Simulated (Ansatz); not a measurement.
Isomers of YSi6 (doublet), relaxed with PBE-D4/def2-SVP; total energies from Ansatz at PBE0-D4/def2-TZVP.

```json
{"isomer": "A", "description": "point group Cs; 10 × Si–Si 2.37 to 2.64 Å; 5 × Si–Y 2.74 to 3.54 Å", "energy (Eh)": "-1774.60267"}
{"isomer": "B", "description": "point group Cs; 10 × Si–Si 2.34 to 2.51 Å; 5 × Si–Y 2.74 to 2.98 Å", "energy (Eh)": "-1774.60248"}
```

In the def2 sets Y takes a core potential; there is no spin–orbit coupling.

The isomers come from a short search, and lower ones may exist.

Q: Work out the relative energies (1 Eh = 2625.5 kJ/mol) and the Boltzmann populations at 298 K from electronic energies alone (R = 8.314 J/mol/K).

A: ΔE: A 0.0, B 0.5 kJ/mol. RT = 2.48 kJ/mol. Factors exp(−ΔE/RT): A 1, B 0.817; sum 1.817. Populations: A 55.0 %, B 45.0 %. Zero-point energy, vibrational entropy and symmetry numbers are left out and can shift these; an error of 4 kJ/mol changes a ratio by a factor of 5.0. Over the other density-functional and correlated levels in def2 sets, the gap between A and B ranges from -7 to 2 kJ/mol.
